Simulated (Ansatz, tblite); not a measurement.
Spin states of the cluster W₂O₆ (the lowest singlet isomer of a short search), each relaxed with PBE-D4/def2-SVP in Ansatz. Electronic energies in the gas phase.

In the def2 sets W takes a core potential; there is no spin–orbit coupling. The xTB rows come from tblite. LC-ωPBE has ω = 0.4 bohr⁻¹. HOMO above LUMO, or a gap near zero within one spin, warns that the state may not be the lowest or that an electron is smeared out. The structure comes from a short search, and lower isomers may exist.

Singlet geometry (D2h within 0.1 Å):

| atom | x (Å) | y (Å) | z (Å) |
| --- | --- | --- | --- |
| W1 | -0.6431 | 0.2345 | 1.2835 |
| W2 | 0.6431 | -0.2345 | -1.2834 |
| O3 | -0.0336 | 1.2633 | 2.5264 |
| O4 | 0.0334 | -1.2631 | -2.5264 |
| O5 | -0.6455 | 0.9927 | -0.5049 |
| O6 | 2.1310 | 0.4738 | -1.7927 |
| O7 | -2.1309 | -0.4740 | 1.7928 |
| O8 | 0.6456 | -0.9927 | 0.5049 |

Triplet geometry (D2h within 0.1 Å):

```xyz
8

W     0.971   -0.653   -0.843
W    -0.971    0.653    0.843
O     2.620   -0.097   -1.076
O    -2.620    0.097    1.076
O     0.390   -0.731    1.016
O    -0.661    2.110    1.773
O     0.661   -2.110   -1.773
O    -0.390    0.731   -1.016
```

⟨S²⟩: triplet 2.05 at PBE0-D4/def2-TZVP (pure 2.00).

Run but left out: MP2/def2-TZVP (triplet: ⟨S²⟩ 2.28, where a pure state has 2.00).

The quintet was relaxed too but is left out (at the level of its geometry, an occupied level 0.00 eV above an empty one); at PBE0-D4/def2-TZVP it lies 6.49 eV above the lowest shown.

```json
{"level": "GFN1-xTB", "triplet − singlet (kJ/mol)": "422.5", "lowest of these": "singlet", "remarks": "–"}
{"level": "GFN2-xTB", "triplet − singlet (kJ/mol)": "265.2", "lowest of these": "singlet", "remarks": "–"}
{"level": "HF/def2-TZVP", "triplet − singlet (kJ/mol)": "192.5", "lowest of these": "singlet", "remarks": "spin-contaminated (⟨S²⟩ 2.28) (triplet)"}
{"level": "PBE-D4/def2-TZVP", "triplet − singlet (kJ/mol)": "229.7", "lowest of these": "singlet", "remarks": "gap within one spin near zero (triplet)"}
{"level": "BLYP-D4/def2-TZVP", "triplet − singlet (kJ/mol)": "223.3", "lowest of these": "singlet", "remarks": "gap within one spin near zero (triplet)"}
{"level": "r2SCAN-D4/def2-TZVP", "triplet − singlet (kJ/mol)": "252.3", "lowest of these": "singlet", "remarks": "gap within one spin near zero (triplet)"}
{"level": "PBE0-D4/def2-TZVP", "triplet − singlet (kJ/mol)": "282.4", "lowest of these": "singlet", "remarks": "–"}
{"level": "LC-ωPBE/def2-TZVP", "triplet − singlet (kJ/mol)": "317.2", "lowest of these": "singlet", "remarks": "–"}
```

Change of the triplet − singlet gap on mixing in exact exchange, in kJ/mol: PBE to PBE0 (25 % exact exchange) 52.7.

The xTB methods have no spin-polarisation term.
